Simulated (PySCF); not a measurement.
**Dipole response of Tl⁺ (thallium, charge +1)**

[Xe] 4f14 5d10 6s2, closed-shell 1S. All numbers are calculated (PySCF 2.14, the spin-free X2C one-electron Hamiltonian (Gaussian nucleus), in ANO-RCC-VTZP (8s7p5d3f2g, 93 functions)). Coupled (time-dependent) response in atomic units; α is the mean over directions. The basis has no added diffuse functions, which lowers α and C₆.

```csv
method,mean α (bohr³),C₆ (like pair),S(−4)
PBE0,20.28,160.4,128.3
```

S(−4) is the Cauchy moment in α(ω) = α(0) + S(−4) ω² + …

α(iu) at PBE0:

```json
{"u (hartree)": "0", "α(iu) (bohr³)": "20.28"}
{"u (hartree)": "0.0500", "α(iu) (bohr³)": "19.96"}
{"u (hartree)": "0.100", "α(iu) (bohr³)": "19.09"}
{"u (hartree)": "0.200", "α(iu) (bohr³)": "16.44"}
{"u (hartree)": "0.300", "α(iu) (bohr³)": "13.69"}
{"u (hartree)": "0.500", "α(iu) (bohr³)": "9.668"}
{"u (hartree)": "0.750", "α(iu) (bohr³)": "6.888"}
{"u (hartree)": "1.00", "α(iu) (bohr³)": "5.311"}
{"u (hartree)": "1.50", "α(iu) (bohr³)": "3.557"}
{"u (hartree)": "2.00", "α(iu) (bohr³)": "2.573"}
{"u (hartree)": "3.00", "α(iu) (bohr³)": "1.516"}
{"u (hartree)": "5.00", "α(iu) (bohr³)": "0.7007"}
```

A single London oscillator, α(iu) = α/(1 + u²/ω²), gives C₆ = (3/4) ω α². Matching the computed C₆ needs ω = 4 × 160.4 / (3 × 20.28²) = 0.520 hartree.

For an ion, C₆ is the dispersion term alone; charge-induced terms of lower order in 1/R come first.

Spin-orbit coupling, which splits the p, d and f shells strongly at this Z, is absent.
